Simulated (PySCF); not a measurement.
Input for PySCF: R-B3LYP/6-31G* on SiN-, 2S+1 = 1, a point of a bond scan (R = 1.730 Å). Charge -1.

```python
from pyscf import gto, scf, dft, mp
from pyscf.data.elements import chemcore

mol = gto.M(
    atom='''
    N     0.00000000    0.00000000    0.00000000
    Si    0.00000000    0.00000000    1.73035600
    ''',
    basis='6-31g*',
    cart=True,
    charge=-1, spin=0, verbose=3, max_memory=1800)
mf = dft.RKS(mol, xc='b3lyp')
mf.conv_tol = 1e-8
mf.max_cycle = 100
mf.kernel()
if not mf.converged:
    mf = mf.newton().run(mf.mo_coeff, mf.mo_occ)
```

Program output:

```
converged SCF energy = -344.195426423047
```

Self-consistency was reached.

Cost: very roughly 0.7 core-seconds.
